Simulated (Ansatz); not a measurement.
Input file for Ansatz (a quantum-chemistry and plane-wave program): R-r2SCAN/def2-TZVPP on CH5ClGe (SMILES [CH3][GeH2][Cl]), a point of a torsion scan.

Ansatz 0.2 input:
```yaml
crystal:
  periodic: [false, false, false]
  atoms:
    - {symbol: C, position_ang: [-1.06633159, 0.14996241, 0.03994038]}
    - {symbol: Ge, position_ang: [0.86037877, -0.26377184, -0.04763216]}
    - {symbol: Cl, position_ang: [1.09024995, -2.30972807, -0.47197045]}
    - {symbol: H, position_ang: [-1.47518292, -0.14462336, 1.00365496]}
    - {symbol: H, position_ang: [-1.60234089, -0.38577650, -0.73932326]}
    - {symbol: H, position_ang: [-1.24238028, 1.21387234, -0.09005723]}
    - {symbol: H, position_ang: [1.57032161, 0.49570064, -1.14583998]}
    - {symbol: H, position_ang: [1.58530872, 0.01877322, 1.24820286]}
basis:
  gaussian:
    orbitals: def2-TZVPP
hamiltonian:
  xc: {name: r2SCAN}
scf: {lower_state_search: off}
```

Output:

```
WARN ansatz: RAYON_NUM_THREADS=1 ignored (pool sized by the plan → 1); use --threads N
Functional definition: r2SCAN
these checks for a lower state are left out or cut short: stability, starts, cluster_reference, orbital_swaps, neighbouring_geometries, increment
integrals: 0.11 GiB planned
1127 factors; their error is unknown
mean field: 0.76 GiB planned
mean field evaluation 1: about -70152.7998 eV, gradient 5.8e1 eV
mean field evaluation 2: about -70145.6992 eV, gradient 7.4e1 eV
mean field evaluation 4: about -70159.7935 eV, gradient 2.8e0 eV
mean field evaluation 8: about -70159.8113 eV, gradient 8.7e-2 eV
mean field evaluation 16: about -70159.7843 eV, gradient 7.0e-5 eV
mean field -70159.78427581 eV, -2578.3245161261 hartree, gradient 4.3e-6 eV, S^2 0.000000; 0 other end points of the search recorded, 0 dependent functions left out
reference -70159.78428645 eV, -2578.3245165174 hartree; 30, 30 occupied and 161, 161 virtual orbitals, 1127 factors
Total energy: -70159.78428645 eV, -2578.3245165174 hartree
Checks for a lower state left out: stability, starts, cluster_reference, orbital_swaps, neighbouring_geometries, increment
```

The calculation finished and met its thresholds.

Cost: very roughly 3.0 core-seconds.
